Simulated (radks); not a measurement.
Task: These are the eigenvalues of the occupied orbitals of an atom or ion with whole-number occupations (eV). Method: scalar-relativistic Kohn-Sham, BLYP, spin-polarised, spherical densities, point nucleus; computed with a radial shooting solver on a logarithmic mesh with Libxc functionals.

1s up: -67391.52
1s down: -67391.51
2s up: -11589.70
2s down: -11589.54
2p up: -10157.52
2p down: -10157.39
3s up: -2666.435
3s down: -2665.815
3p up: -2240.596
3p down: -2239.966
3d up: -1743.765
3d down: -1743.227
4s up: -554.5148
4s down: -553.2822
4p up: -414.5414
4p down: -413.3494
4d up: -235.4918
4d down: -234.3082
5s up: -81.2387
5s down: -79.5966
5p up: -46.5329
5p down: -44.6841
4f up: -37.1662
4f down: -35.8902
5d up: -7.9557
6s up: -7.5572
6s down: -6.3642
6p up: -2.4588

Which element is it, and in what charge state? The configuration may be excited. Open shells, if any, are filled with parallel spins first.

Result: Z = 73, tantalum, charge 0: Ta in [Xe] 4f13 5d3 6s2 6p1. The list shows which subshells hold electrons but not how many an open one holds; the 1s level, -2476.6 hartree, gives Z - s = 70.4 by -(Z - s)^2/2, which with screening and relativity narrows Z to a few neighbours, and the depths of the outer levels then fix element, charge and occupations together.
